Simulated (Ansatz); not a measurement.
C12H13NSi, SMILES `[SiH3]N(c1ccccc1)c1ccccc1` at its PBE0-D4/def2-TZVP geometry, where that method's forces vanish. Charge 0, multiplicity 1.

```csv
atom,x (Å),y (Å),z (Å)
Si1,-1.445,0.960,-2.030
N2,-0.461,0.299,-0.751
C3,0.731,0.921,-0.355
C4,0.993,2.242,-0.723
C5,2.191,2.847,-0.381
C6,3.147,2.159,0.348
C7,2.888,0.848,0.724
C8,1.700,0.230,0.377
C9,-0.932,-0.811,-0.003
C10,-1.192,-0.678,1.359
C11,-1.665,-1.756,2.087
C12,-1.898,-2.975,1.464
C13,-1.644,-3.109,0.108
C14,-1.155,-2.036,-0.621
H15,-2.480,-0.053,-2.335
H16,-0.601,1.239,-3.220
H17,-2.113,2.232,-1.635
H18,0.249,2.815,-1.267
H19,2.369,3.874,-0.679
H20,4.081,2.636,0.621
H21,3.625,0.291,1.291
H22,1.518,-0.797,0.668
H23,-1.015,0.277,1.838
H24,-1.865,-1.640,3.146
H25,-2.274,-3.816,2.034
H26,-1.816,-4.058,-0.387
H27,-0.935,-2.143,-1.677
```

For each bond, give half the difference of the two atoms' forces along it (eV/Å; positive pushes the atoms apart) under PBE-D4, r2SCAN-D4, B3LYP-D4, ωB97M-V in def2-TZVPP. (Estimate.)

Ansatz gave: 
| bond | length (Å) | PBE-D4 | r2SCAN-D4 | B3LYP-D4 | ωB97M-V |
| --- | --- | --- | --- | --- | --- |
| Si1–H15 | 1.480 | 0.05 | -0.04 | -0.11 | -0.11 |
| Si1–H16 | 1.485 | 0.03 | -0.04 | -0.08 | -0.11 |
| N2–C3 | 1.401 | -0.06 | 0.04 | 0.09 | 0.25 |
| C3–C8 | 1.397 | 0.12 | 0.07 | 0.04 | -0.08 |
| C4–H18 | 1.085 | 0.01 | -0.11 | -0.17 | -0.09 |
| C6–C7 | 1.388 | 0.12 | 0.09 | 0.12 | 0.05 |
| C7–C8 | 1.383 | 0.09 | 0.07 | 0.09 | 0.08 |
| C7–H21 | 1.084 | 0.00 | -0.09 | -0.15 | -0.10 |
| C8–H22 | 1.083 | 0.00 | -0.10 | -0.16 | -0.08 |
| C9–C14 | 1.390 | 0.10 | 0.05 | 0.02 | -0.08 |
| C11–C12 | 1.389 | 0.11 | 0.09 | 0.11 | 0.05 |
| C12–C13 | 1.386 | 0.13 | 0.10 | 0.11 | 0.04 |
| C13–C14 | 1.387 | 0.08 | 0.07 | 0.10 | 0.08 |
| C13–H26 | 1.084 | 0.00 | -0.09 | -0.14 | -0.10 |

B3LYP here is the variant with VWN-RPA as its local correlation; programs differ in this.
